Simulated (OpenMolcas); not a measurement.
Tm3+ among 8 point charges of -1.5 e arranged as a hexagonal bipyramid (D6h). The axial distance is 1.15 times the equatorial one, R.

```
Program             : OpenMolcas
Method              : CASSCF
Basis               : ANO-RCC-VDZP [7s6p4d2f1g]
Scalar Hamiltonian  : DKH2, point nucleus
Active space        : 12 electrons in 7 orbitals (4f)
State averaging     : 2S+1 = 3 even, 21 roots; 2S+1 = 1 even, 27 roots kept (CI in the orbitals of an earlier block)
Spin-orbit coupling : state interaction with AMFI integrals over the reference wave functions
```

All point charges move together. At R = 2.72 Å the width of the lowest J multiplet is 1331 cm-1, and at R = 2.88 Å it is 1128 cm-1.

Task: A third run gives 876 cm-1. What distance was it run at?

Result: With a power law R^-n the two known points give n = -ln(1128 / 1331) / ln(2.88 / 2.72) = 2.90. Then R = 2.72 × (1331 / 876)^(1/2.90) = 3.142 Å. The run was at 3.14 Å, so the estimate is off by +0.002 Å.

This is an electrostatic model: the charges have no orbitals. An unlabelled pair can be two single states that coincide in this model. No measured value stands beside these numbers.
